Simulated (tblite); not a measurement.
C₇H₁₁F.
Atom-mapped SMILES: `[F:1][C@:2]12[CH2:3][CH2:4][CH2:5][C@H:6]([CH2:7]1)[CH2:8]2` (hydrogens: H9, H10 on C3; H11, H12 on C4; H13, H14 on C5; H15 on C6; H16, H17 on C7; H18, H19 on C8)

Computed with GFN2-xTB (tblite), gas phase: Langevin dynamics at 300 K from the optimised GFN2-xTB geometry, time step 0.5 fs, friction 0.01 fs⁻¹, 2000 steps. The instantaneous temperature is 2·E(kin)/(3Nk) with all 3N coordinates.

```
t (fs)  T (K)  E(pot) above start (eV)  F1–C2 (Å)  C2–C3 (Å)  C3–C4 (Å)  C4–C5 (Å)  C5–C6 (Å)  C3–H9 (Å)
     0    244                    0.000      1.381      1.523      1.536      1.537      1.528      1.092
    25    122                    0.418      1.392      1.563      1.562      1.528      1.531      1.130
    50    221                    0.312      1.357      1.471      1.552      1.538      1.492      1.126
    75    206                    0.353      1.367      1.515      1.558      1.581      1.551      1.061
   100    220                    0.449      1.338      1.535      1.534      1.548      1.517      1.063
   125    248                    0.526      1.360      1.526      1.518      1.532      1.528      1.101
   150    274                    0.604      1.380      1.500      1.540      1.588      1.571      1.114
   175    297                    0.508      1.431      1.514      1.581      1.518      1.513      1.071
   200    256                    0.566      1.369      1.494      1.581      1.503      1.512      1.098
   225    206                    0.619      1.383      1.525      1.545      1.549      1.535      1.101
   250    178                    0.621      1.352      1.519      1.521      1.533      1.524      1.080
   275    304                    0.588      1.377      1.544      1.607      1.530      1.503      1.053
   300    286                    0.581      1.411      1.490      1.611      1.546      1.580      1.087
   325    285                    0.672      1.439      1.495      1.611      1.497      1.523      1.103
   350    215                    0.807      1.404      1.558      1.564      1.524      1.532      1.104
   375    282                    0.564      1.432      1.519      1.523      1.587      1.563      1.106
   400    241                    0.578      1.376      1.528      1.596      1.550      1.493      1.106
   425    231                    0.620      1.350      1.545      1.570      1.502      1.483      1.094
   450    374                    0.631      1.373      1.519      1.557      1.552      1.490      1.086
   475    376                    0.539      1.438      1.555      1.536      1.547      1.487      1.115
   500    357                    0.598      1.378      1.528      1.530      1.546      1.512      1.117
   525    330                    0.800      1.344      1.543      1.533      1.496      1.564      1.092
   550    336                    0.599      1.361      1.552      1.585      1.488      1.550      1.094
   575    286                    0.751      1.398      1.488      1.587      1.504      1.524      1.089
   600    362                    0.775      1.394      1.572      1.575      1.551      1.519      1.064
   625    391                    0.613      1.356      1.556      1.543      1.555      1.561      1.089
   650    302                    0.969      1.417      1.490      1.492      1.501      1.538      1.098
   675    472                    0.812      1.429      1.520      1.553      1.554      1.607      1.100
   700    536                    0.641      1.361      1.536      1.621      1.559      1.505      1.081
   725    284                    1.117      1.424      1.511      1.561      1.472      1.512      1.065
   750    311                    0.708      1.378      1.458      1.512      1.506      1.582      1.121
   775    282                    0.813      1.327      1.518      1.568      1.568      1.532      1.127
   800    377                    0.568      1.378      1.504      1.546      1.588      1.526      1.099
   825    263                    0.739      1.445      1.486      1.512      1.520      1.529      1.041
   850    338                    0.705      1.388      1.521      1.540      1.512      1.557      1.079
   875    268                    0.564      1.381      1.469      1.565      1.511      1.528      1.135
   900    285                    0.672      1.368      1.561      1.545      1.527      1.520      1.132
   925    333                    0.565      1.340      1.539      1.555      1.550      1.546      1.083
   950    250                    0.713      1.398      1.536      1.557      1.544      1.522      1.081
   975    315                    0.545      1.358      1.541      1.524      1.542      1.556      1.120
  1000    252                    0.698      1.406      1.522      1.544      1.590      1.473      1.068
```

Problem. From 500 fs on, how do temperature and potential energy compare with equipartition?

Solution. The mean temperature of these 21 frames is 330 K against the target 300 K, and the mean potential energy 0.71 eV against 51 × kT/2 = 0.66 eV for 51 classical harmonic modes. For 19 atoms in a canonical ensemble the temperature itself scatters by T·√(2/(3N)) = 56 K; here its standard deviation is 69 K. The whole run lasts only 10 friction times of 100 fs, so these averages carry a wide statistical error.

Problem. What are the kinetic and total energies of the listed frame with the highest potential energy?

Solution. The one at 725 fs, 1.117 eV above the start. Its kinetic energy is 3NkT/2 = 0.699 eV at 284 K, so the sum is 1.82 eV; over the listed frames the sum runs from 0.60 to 1.97 eV, since the thermostat adds and removes energy.

Problem. How much do the listed bonds fluctuate from 500 fs on?

Solution. 
```tsv
bond	at the start (Å)	mean (Å)	standard deviation (Å)
F1–C2	1.381	1.382	0.030
C2–C3	1.523	1.521	0.030
C3–C4	1.536	1.550	0.028
C4–C5	1.537	1.532	0.032
C5–C6	1.528	1.536	0.028
C3–H9	1.092	1.094	0.024
```

The motion is classical and holds no zero-point motion.

What follows is the cost of the whole dynamics run. Hardware: an Arm Neoverse V2 with one thread, on a shared host. Cost: 9.7 s of wall time, 0.18 GiB resident at most.
